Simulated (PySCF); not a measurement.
**Working out the ionisation energy of Cl⁺**

Cl⁺ [Ne] 3s2 3p4 (3P) → Cl²⁺ [Ne] 3s2 3p3 (4S). Computed with PySCF 2.14 in x2c-TZVPall (5s5p2d1f, 37 functions), with scalar relativity by spin-free X2C-1e. Frozen: [Ne]. Energies in hartree (1 hartree = 27.21139 eV):

```
            part  Cl⁺ (lower)  Cl²⁺ (upper)
             UHF  -460.455614   -459.626124
CCSD correlation    -0.146269     -0.114509
             (T)    -0.004302     -0.003226
```

**Question.** What does Hartree-Fock give?

**Answer.** (-459.626124) − (-460.455614) = 0.829490 hartree = 22.572 eV.

**Question.** What do CCSD and CCSD(T) give?

**Answer.** The CCSD correlation energies differ by 0.031760 hartree = 0.864 eV and the triples by 0.001076 hartree = 0.029 eV, so CCSD gives 23.436 eV and CCSD(T) 23.465 eV.

Measured between the centres of the two terms (NIST): 23.771 eV, so CCSD(T) (valence) is off by -0.306 eV.

What remains against the reference includes basis incompleteness, the frozen core and higher excitations.
